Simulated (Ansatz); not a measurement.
Geometry optimisation, RKS B3LYP/def2-SVP (Ansatz 0.2.0).

input.yaml

```yaml
crystal:
  periodic: [false, false, false]
  atoms:
    - { symbol: Ga, position_ang: [-0.064948, 0.266043, 0.109374] }
    - { symbol: "N", position_ang: [-0.172223, 0.596936, 1.964215] }
    - { symbol: H, position_ang: [-0.846752, 0.064666, 2.510654] }
    - { symbol: H, position_ang: [0.718609, 0.663604, 2.455108] }
    - { symbol: Cl, position_ang: [1.804647, 0.573233, -0.906323] }
    - { symbol: O, position_ang: [-1.440834, -0.195324, -0.925017] }
    - { symbol: H, position_ang: [-2.293852, -0.195275, -0.467911] }
    - { symbol: Si, position_ang: [0.690089, -2.991796, 1.255048] }
    - { symbol: H, position_ang: [-0.32316, -3.509074, 0.291522] }
    - { symbol: H, position_ang: [2.044824, -3.054358, 0.639952] }
    - { symbol: H, position_ang: [0.657951, -3.817697, 2.497488] }
    - { symbol: H, position_ang: [0.361549, -1.59296, 1.603389] }
basis:
  gaussian: { orbitals: def2-SVP }
hamiltonian:
  xc: b3lyp
relax:
  f_tol: 0.03
  max_steps: 50
output:
  orbitals: {}
```

Command:

```bash
$ ansatz run input.yaml --threads 4 --pin off --max-ram 5120MiB --backend cpu --events-out ev --progress --plain --runs-dir out
```

Question: Where does it end, and by what steps?

Answer: The run converged. The force dipped under the threshold on the way, but the program's further checks kept it going. After 24 steps the energy has fallen by 0.305 eV; H3 moved furthest, 1.14 Å.

| step | energy less start (eV) | largest force component (eV/Å) | accepted |
| --- | --- | --- | --- |
| 0 | 0.0000 | 1.208 | yes |
| 1 | -0.1920 | 0.498 | yes |
| 2 | -0.2504 | 0.271 | yes |
| 3 | -0.2602 | 0.606 | yes |
| 4 | -0.2580 | 0.442 | no |
| 5 | -0.2731 | 0.300 | yes |
| 6 | -0.2758 | 0.057 | yes |
| 7 | -0.2769 | 0.032 | yes |
| 8 | -0.2755 | 0.446 | no |
| 9 | -0.2787 | 0.080 | yes |
| 10 | -0.2809 | 0.080 | yes |
| 11 | -0.2842 | 0.131 | yes |
| 12 | -0.2854 | 0.244 | yes |
| 13 | -0.2868 | 0.325 | yes |
| 14 | -0.2915 | 0.246 | yes |
| 15 | -0.2952 | 0.096 | yes |
| 16 | -0.2979 | 0.062 | yes |
| 17 | -0.2997 | 0.106 | yes |
| 18 | -0.3013 | 0.095 | yes |
| 19 | -0.3028 | 0.101 | yes |
| 20 | -0.3037 | 0.098 | yes |
| 21 | -0.3042 | 0.083 | yes |
| 22 | -0.3048 | 0.037 | yes |
| 23 | -0.3051 | 0.014 | yes |
| 24 | -0.3052 | 0.008 | yes |

```xyz
12
Properties=species:S:1:pos:R:3
Ga -0.245 0.280 0.254
N -0.193 1.188 1.824
H -0.982 1.198 2.462
H 0.687 1.289 2.320
Cl 1.592 -0.157 -0.788
O -1.730 -0.173 -0.628
H -2.550 0.112 -0.204
Si 0.918 -3.390 1.146
H 0.509 -3.630 -0.263
H 2.392 -3.217 1.245
H 0.489 -4.537 1.998
H 0.247 -2.155 1.662
```

Whether the end is a true minimum wasn't checked by a vibrational analysis.

Run time: 48 s on 4 threads of Intel(R) Xeon(R) 6975P-C (Granite Rapids), with other jobs on the host, peak memory 0.38 GiB.
